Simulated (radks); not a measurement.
Results of a calculation; reference values are marked as such.
Valence configurations of neutral copper (all share [Ar]). Code: a radial shooting solver on a logarithmic mesh with Libxc functionals. Model: scalar-relativistic Kohn-Sham, PBE, spin-unpolarised, spherical densities, finite nucleus; Fermi nuclear charge, rms radius 3.8823 fm. Energies are relative to 3d10 4s1; eigenvalues in eV.

valence           E (eV)    e(3d)   e(4p)   e(4s)
3d10 4s1           0.000   -5.039       -  -4.610
3d10 4p1           4.137   -7.153  -1.715       -
3d9 4s2            1.970   -9.519       -  -5.812
3d9.5 4s1 4p0.5    2.759   -8.230  -1.461  -5.947
3d9 4p2           11.999  -13.314  -2.841       -
3d10 4s0.5 4p0.5   2.009   -6.180  -1.271  -5.417
3d8 4s1 4p2       19.274  -18.914  -3.316  -9.346
3d9 4s1.5 4p0.5    4.340  -10.616  -1.685  -6.532
3d9 4s1 4p1        6.811  -11.587  -2.109  -7.142
3d9.5 4p1.5        7.438  -10.100  -2.285       -

NIST lists [Ar] 3d10 4s1 as the ground configuration; this level of theory agrees among the configurations tried. The energies are those of spherical spin-averaged densities, not of single terms.
